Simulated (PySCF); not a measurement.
# `CC[P@@](=O)([O-])C(C)(C)C`: 4 charge schemes on one density

Species: C6H14O2P (charge -1).
Atom-mapped SMILES: `[CH3:1][CH2:2][P@@:3](=[O:4])([O-:5])[C:6]([CH3:7])([CH3:8])[CH3:9]` (hydrogens: H10, H11, H12 on C1; H13, H14 on C2; H15, H16, H17 on C7; H18, H19, H20 on C8; H21, H22, H23 on C9)

Structure used (GFN2-xTB), in Å, numbered top down from 1:
```
atom  x, y, z in Å
C1     3.077    0.599    0.277
C2     1.596    0.912    0.218
P3     0.762   -0.742   -0.122
O4     1.175   -1.212   -1.475
O5     0.986   -1.637    1.049
C6    -1.067   -0.252   -0.176
C7    -1.760   -1.578   -0.451
C8    -1.525    0.305    1.162
C9    -1.341    0.721   -1.311
H10    3.252   -0.137    1.060
H11    3.688    1.485    0.471
H12    3.380    0.152   -0.668
H13    1.387    1.624   -0.582
H14    1.255    1.330    1.167
H15   -2.848   -1.469   -0.515
H16   -1.384   -1.989   -1.387
H17   -1.514   -2.279    0.345
H18   -2.616    0.357    1.212
H19   -1.126    1.305    1.326
H20   -1.165   -0.345    1.956
H21   -0.855    0.356   -2.214
H22   -2.414    0.814   -1.498
H23   -0.946    1.710   -1.082
```

Density: PBE0/pcSseg-1 (PySCF); schemes: Mulliken, IAO, Hirshfeld and ESP-fitted. One conformer (not necessarily the lowest) at the GFN2-xTB geometry, without solvent, vibrations or thermal averaging. The pcSseg-1 basis has no diffuse functions, a weakness for an anion.

Question: Which atoms carry the lowest charge in the Mulliken, IAO, Hirshfeld and ESP-fitted schemes?

Answer: The schemes don't all agree: Mulliken C6 (-0.743); IAO O4 and O5 (-1.024); Hirshfeld O4 and O5 (-0.475); ESP-fitted O4 and O5 (-0.803).

Question: Which atoms carry the highest charge in the Mulliken, IAO, Hirshfeld and ESP-fitted schemes?

Answer: All schemes agree: Mulliken P3 (+1.144); IAO P3 (+1.697); Hirshfeld P3 (+0.367); ESP-fitted P3 (+1.006).

Question: At which atom do the 4 schemes differ most?

Answer: At P3: from +0.367 (Hirshfeld) to +1.697 e (IAO), 1.330 e apart.

Question: Give the atomic charges in each scheme.

Answer: In e:

```json
{"atom": "C1", "environment": "methyl carbon", "Mulliken": "-0.283", "IAO": "-0.414", "Hirshfeld": "-0.136", "ESP-fitted": "-0.283"}
{"atom": "C2", "environment": "sp3 carbon bound to phosphorus", "Mulliken": "-0.506", "IAO": "-0.531", "Hirshfeld": "-0.139", "ESP-fitted": "-0.071"}
{"atom": "P3", "environment": "phosphoryl phosphorus", "Mulliken": "+1.144", "IAO": "+1.697", "Hirshfeld": "+0.367", "ESP-fitted": "+1.006"}
{"atom": "O4", "environment": "oxygen bonded to P", "Mulliken": "-0.714", "IAO": "-1.024", "Hirshfeld": "-0.475", "ESP-fitted": "-0.803"}
{"atom": "O5", "environment": "oxygen bonded to P", "Mulliken": "-0.714", "IAO": "-1.024", "Hirshfeld": "-0.475", "ESP-fitted": "-0.803"}
{"atom": "C6", "environment": "sp3 carbon bound to phosphorus", "Mulliken": "-0.743", "IAO": "-0.204", "Hirshfeld": "-0.031", "ESP-fitted": "+0.493"}
{"atom": "C7", "environment": "methyl carbon", "Mulliken": "-0.178", "IAO": "-0.416", "Hirshfeld": "-0.135", "ESP-fitted": "-0.473"}
{"atom": "C8", "environment": "methyl carbon", "Mulliken": "-0.163", "IAO": "-0.413", "Hirshfeld": "-0.134", "ESP-fitted": "-0.427"}
{"atom": "C9", "environment": "methyl carbon", "Mulliken": "-0.162", "IAO": "-0.413", "Hirshfeld": "-0.134", "ESP-fitted": "-0.418"}
{"atom": "H10", "environment": "methyl hydrogen", "Mulliken": "+0.113", "IAO": "+0.143", "Hirshfeld": "+0.027", "ESP-fitted": "+0.076"}
{"atom": "H11", "environment": "methyl hydrogen", "Mulliken": "+0.069", "IAO": "+0.103", "Hirshfeld": "+0.011", "ESP-fitted": "+0.025"}
{"atom": "H12", "environment": "methyl hydrogen", "Mulliken": "+0.113", "IAO": "+0.143", "Hirshfeld": "+0.027", "ESP-fitted": "+0.074"}
{"atom": "H13", "environment": "methylene hydrogen", "Mulliken": "+0.103", "IAO": "+0.117", "Hirshfeld": "+0.017", "ESP-fitted": "-0.007"}
{"atom": "H14", "environment": "methylene hydrogen", "Mulliken": "+0.103", "IAO": "+0.117", "Hirshfeld": "+0.017", "ESP-fitted": "-0.010"}
{"atom": "H15", "environment": "methyl hydrogen", "Mulliken": "+0.062", "IAO": "+0.097", "Hirshfeld": "+0.011", "ESP-fitted": "+0.062"}
{"atom": "H16", "environment": "methyl hydrogen", "Mulliken": "+0.112", "IAO": "+0.143", "Hirshfeld": "+0.028", "ESP-fitted": "+0.099"}
{"atom": "H17", "environment": "methyl hydrogen", "Mulliken": "+0.112", "IAO": "+0.143", "Hirshfeld": "+0.028", "ESP-fitted": "+0.099"}
{"atom": "H18", "environment": "methyl hydrogen", "Mulliken": "+0.065", "IAO": "+0.103", "Hirshfeld": "+0.014", "ESP-fitted": "+0.062"}
{"atom": "H19", "environment": "methyl hydrogen", "Mulliken": "+0.086", "IAO": "+0.117", "Hirshfeld": "+0.022", "ESP-fitted": "+0.049"}
{"atom": "H20", "environment": "methyl hydrogen", "Mulliken": "+0.114", "IAO": "+0.147", "Hirshfeld": "+0.027", "ESP-fitted": "+0.073"}
{"atom": "H21", "environment": "methyl hydrogen", "Mulliken": "+0.114", "IAO": "+0.147", "Hirshfeld": "+0.027", "ESP-fitted": "+0.069"}
{"atom": "H22", "environment": "methyl hydrogen", "Mulliken": "+0.065", "IAO": "+0.103", "Hirshfeld": "+0.014", "ESP-fitted": "+0.061"}
{"atom": "H23", "environment": "methyl hydrogen", "Mulliken": "+0.086", "IAO": "+0.117", "Hirshfeld": "+0.022", "ESP-fitted": "+0.046"}
```

Mean size of the charges over all atoms: IAO 0.342 e, Mulliken 0.258 e, ESP-fitted 0.243 e, Hirshfeld 0.101 e. Each set sums to the total charge, -1, to within 0.001 e. The IAO scheme counts the electrons in orthogonalised intrinsic atomic orbitals, a minimal basis polarised so that it spans the occupied orbitals exactly. The Hirshfeld scheme weights the molecular density at each point by an atom's share of the summed free-atom densities.

Question: How closely do the schemes follow one another over all atoms?

Answer: Correlation coefficient and root-mean-square difference: IAO with Hirshfeld 0.95, 0.362 e; Mulliken with IAO 0.94, 0.209 e; Hirshfeld with ESP-fitted 0.92, 0.232 e; IAO with ESP-fitted 0.90, 0.244 e; Mulliken with Hirshfeld 0.87, 0.252 e; Mulliken with ESP-fitted 0.70, 0.296 e.

Question: How many electrons does the ESP-fitted scheme count on C7?

Answer: Z − q = 6 − (-0.473) = 6.473.
